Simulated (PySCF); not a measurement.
# Ionisation energy of K by level of theory

K [Ar] 4s1 (2S) → K+ [Ar] (1S), as a difference of total energies. All numbers are calculated (PySCF 2.14, the non-relativistic Hamiltonian (point nucleus), in dyall-av3z (25s18p5d2f, 118 functions)). The calculations carry no spin-orbit coupling.

Task: Order these methods by the ionisation energy they give, lowest first.
A. LDA
B. r2SCAN0
C. PBE0
D. BLYP

Result: B (4.264 eV), C (4.375 eV), D (4.437 eV), A (4.531 eV).

These non-relativistic numbers lack the scalar-relativistic shift.

For comparison: 4.341 eV (measured; NIST Atomic Spectra Database, ionization energies).
